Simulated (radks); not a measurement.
Results of a calculation; reference values are marked as such.
Task: Spherical quantum dot in the effective-mass picture: electrons in a hard-walled sphere of radius 10.8, all in effective atomic units (hartree* = m*/eps^2 hartree, bohr* = eps/m* bohr), one dielectric constant everywhere. Level of theory: non-relativistic Kohn-Sham, LDA (Slater exchange, Perdew-Wang correlation), spin-polarised, spherical densities (a radial shooting solver with Libxc functionals). Levels are named by radial order and angular momentum (1s, 1p, 1d, 2s, ...), and open shells are averaged over m. At N = 17 the configuration is 1s2 1p6 1d(up 5, down 4). Does electron 18 go into 1f down or 1d down or 1f up?

Result: Into 1d down. The total energies of the other choices lie higher by 0.0425 hartree* (1f up), 0.0462 hartree* (1f down).
